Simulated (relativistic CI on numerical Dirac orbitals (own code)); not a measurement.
## Crystal-field levels of Tb3+, 4f8

Calculated by Dirac-Coulomb-Breit CI, KLI orbitals optimised for each configuration, QED by a radiative potential, one configuration in a parametric crystal field, unscaled Slater integrals (own radial code). With so little scaling, terms lie 10 to 35 % too far apart, which can change the order of excited levels.

Field parameters in Wybourne normalisation; cubic f-shell fields have B⁴₄ = √(5/14) B⁴₀ and B⁶₄ = −√(7/2) B⁶₀. The field is a parameter set, without covalency.

S and J are read from ⟨S²⟩ = S(S + 1) and ⟨J²⟩ = J(J + 1) of each level; they are not fictitious spins.

D3h, B20 = -50, B40 = -260, B60 = 130, B66 = 210 cm⁻¹, the lowest 16 levels:

```csv
E (cm⁻¹),Degeneracy,S,J
0.0,1,2.97,6.00
4.2,2,2.97,6.00
15.2,2,2.97,6.00
19.1,1,2.97,6.00
19.7,1,2.97,6.00
27.3,1,2.97,6.00
39.8,1,2.97,6.00
51.8,2,2.97,6.00
54.8,2,2.97,6.00
1998,2,2.98,5.00
2001,1,2.98,5.00
2032,2,2.98,5.00
2035,1,2.98,5.00
2049,2,2.98,5.00
2051,1,2.98,5.00
2067,2,2.98,5.00
```

Oh, B40 = -2240, B60 = 730 cm⁻¹, the lowest 16 levels:

```csv
E (cm⁻¹),Degeneracy,Irrep,S,J
0.0,2,E,2.97,6.00
4.6,3,T2,2.97,6.00
15.5,1,A2,2.97,6.00
253,3,T2,2.97,5.96
301,3,T1,2.97,5.96
361,1,A1,2.97,5.96
2017,3,T1,2.98,5.00
2018,2,E,2.98,5.00
2249,3,T1,2.98,4.96
2426,3,T2,2.98,4.94
3317,3,T2,2.97,4.00
3330,2,E,2.97,4.00
3589,3,T1,2.97,3.93
4049,1,A1,2.97,3.92
4296,1,A2,2.97,3.00
4457,3,T2,2.96,2.91
```

The next free-ion level lies 2007 cm⁻¹ above the lowest; the field splits the ground level into components whose J stays near 6 as long as their spread is small against that gap.

Levels of this model without a field, named by their leading LS term: 7F_6 0, 7F_5 2007, 7F_4 3297, 7F_3 4281, 7F_2 4978, 7F_1 5434, 7F_0 5659, 5D_4 22379 cm⁻¹.
